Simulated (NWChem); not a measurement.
System: ZrH4; SMILES [ZrH4]

Program: NWChem. Geometry: optimised at PBE0/def2-SVP. def2 effective core potentials on Zr; no spin-orbit coupling. Level B3LYP/def2-TZVP: single points from the atomic guess with DIIS by default; each run changes one setting, and all converged runs end within 0.3 mHa of each other. cgmin counts macro-iterations, each dearer than a DIIS step.

```json
[
 {"setting": "defaults", "SCF iterations": "6"},
 {"setting": "quadratically convergent solver (cgmin)", "SCF iterations": "5"},
 {"setting": "DIIS on 20 Fock matrices", "SCF iterations": "6"},
 {"setting": "no DIIS, 40 % damping", "SCF iterations": "16"},
 {"setting": "level shift of 0.5 Ha throughout", "SCF iterations": "16"},
 {"setting": "occupation smearing of 0.005 Ha", "SCF iterations": "6"}
]
```
